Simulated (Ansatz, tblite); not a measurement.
Isomers of Cd3S4 (singlet), found by a short tight-binding search and relaxed with PBE-D4/def2-SVP in Ansatz.

In the def2 sets Cd takes a core potential; there is no spin–orbit coupling. The xTB rows come from tblite. Correlated methods freeze 20 core orbitals; core or outer-core shells of Cd are correlated, in sets that lack core-valence functions.

Run but left out: HF/def2-SVP (A: restricted singlet, unstable towards broken spin symmetry).

A: The restricted singlet is unstable towards broken spin symmetry in Hartree–Fock (as tested in another run); at PBE-D4/def2-TZVP, BLYP-D4/def2-TZVP, r2SCAN-D4/def2-TZVP, r2SCANh-D4/def2-TZVP and others this wasn't settled. At CCSD(T)/def2-SVP T1 of the charge 0 singlet is large (up to 0.024), so the single-reference result is doubtful. At CCSD(T)/def2-SVP the restricted singlet (for correlated methods, its reference) is unstable: a solution with broken spin symmetry lies lower.

Other spin states weren't relaxed.

A:

```csv
atom,x (Å),y (Å),z (Å)
Cd1,0.512,-1.505,-1.432
Cd2,-0.601,0.958,-2.933
Cd3,0.712,-1.744,1.352
S4,1.561,0.559,2.059
S5,-1.734,-0.809,0.312
S6,0.881,1.343,0.294
S7,-1.332,1.199,0.349
```

B:

```xyz
7

Cd   -0.357    1.147    1.513
Cd    0.913   -0.464   -1.638
Cd   -1.343   -1.647    0.301
S    -2.305   -0.165    1.895
S     0.010   -2.650   -1.380
S     1.770    1.894    0.704
S     1.312    1.885   -1.395
```

C:

Cartesian coordinates in Å:
```
Cd -0.792 2.972 2.836
Cd 0.895 -2.006 -0.090
Cd -0.124 0.729 0.992
S -0.127 -1.993 -2.272
S -1.323 1.095 -1.125
S 0.114 0.122 -2.314
S 1.358 -0.920 1.973
```

Question: Estimate which lies lowest at each level, and how far above it the others are (eV).

Answer: 
```
               level     A     B     C
            GFN1-xTB  0.00  2.44  1.20
            GFN2-xTB  0.00  0.67  0.60
    PBE-D4/def2-TZVP  1.79  0.00  0.83
   BLYP-D4/def2-TZVP  1.39  0.00  0.61
 r2SCAN-D4/def2-TZVP  2.43  0.00  1.13
r2SCANh-D4/def2-TZVP  2.57  0.00  1.18
   PBE0-D4/def2-TZVP  2.41  0.00  1.09
        MP2/def2-SVP  3.42  0.00  1.59
       CCSD/def2-SVP  3.35  0.00  1.49
    CCSD(T)/def2-SVP  3.17  0.00  1.47
```
Point groups (tolerance 0.1 Å): A not assigned, B not assigned, C not assigned. Lower isomers may exist.
